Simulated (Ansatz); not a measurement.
Ansatz (an electronic-structure program) input (HF/3-21G): The .json file is the Basis Set Exchange's 3-21G.

Ansatz 0.2 input:
```yaml
crystal:
  periodic: [false, false, false]
  atoms:
    - {symbol: Be, position_ang: [-0.00000000, -0.00000000, -1.47034744]}
    - {symbol: Cl, position_ang: [0.00000000, 0.00000000, 0.34596410]}
basis:
  gaussian:
    orbitals: 3-21G.json
hamiltonian:
  xc: {name: HF}
magnetization: {spin_polarized: true, initial_magnetization: 1}
relax: {f_tol: 0.003, max_steps: 120}
```

Question: Predict the final energy.

Answer: -471.88491 Eh.
